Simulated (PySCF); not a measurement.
All of these have the formula C7H12. The calculation used TDDFT wB97X-D/def2-SVPD, vertical, gas phase, core orbitals frozen in the response in PySCF. Geometries: PBE0-D3(BJ)/def2-SVP; one conformer of each isolated species. Triplets are in the Tamm–Dancoff approximation.

A. `CC=C1CCCC1`
B. `C1CC[C@H]2C[C@H]2C1`
C. `C=CC(=C)C(C)C`
D. `C=C1CCCCC1`

Lowest singlet levels (six at most, fewer where fewer were computed) with oscillator strengths:

1. 188 nm (f 0.043); 186 nm (f 0.341); 167 nm (f 0.004); 166 nm (f 0.002); 157 nm (f 0.001); 150 nm (f 0.069); T1 4.15 eV
2. 161 nm (f 0.001); 157 nm (f 0.002); 149 nm (f 0.030); 148 nm (f 0.010); 145 nm (f 0.038); 144 nm (f 0.012); T1 7.56 eV
3. 177 nm (f 0.330); 171 nm (f 0.139); 160 nm (f 0.001); 152 nm (f 0.012); 151 nm (f 0.017); 150 nm (f 0.041); T1 4.43 eV
4. 215 nm (f 0.535); 180 nm (f 0.000); 178 nm (f 0.003); 171 nm (f 0.003); 166 nm (f 0.026); 164 nm (f 0.059); T1 3.30 eV

Question: Match each spectrum to its molecule.

Answer: 1 = A, 2 = B, 3 = D, 4 = C.
- A: S1 at 6.60 eV, HOMO→LUMO+1 (71%), HOMO→LUMO (11%); Löwdin shares by element: HOMO carbon 77% or more (atoms not listed hold the other 23%); LUMO carbon 62% or more (atoms not listed hold the other 38%); HOMO -8.30 and LUMO 2.29 eV.
- B: S1 at 7.68 eV, HOMO→LUMO (75%), HOMO→LUMO+1 (14%); Löwdin shares by element: HOMO carbon 68% or more (atoms not listed hold the other 32%); LUMO carbon 28% or more (atoms not listed hold the other 72%); HOMO -9.39 and LUMO 2.46 eV.
- C: S1 at 5.77 eV, HOMO→LUMO (97%); Löwdin shares by element: HOMO carbon 85% or more; LUMO carbon 80% or more (atoms not listed hold the other 20%); HOMO -8.45 and LUMO 0.92 eV.
- D: S1 at 7.00 eV, HOMO→LUMO (89%); Löwdin shares by element: HOMO carbon 80% or more (atoms not listed hold the other 20%); LUMO carbon 50% or more (atoms not listed hold the other 50%); HOMO -8.82 and LUMO 2.03 eV; point group Cs.
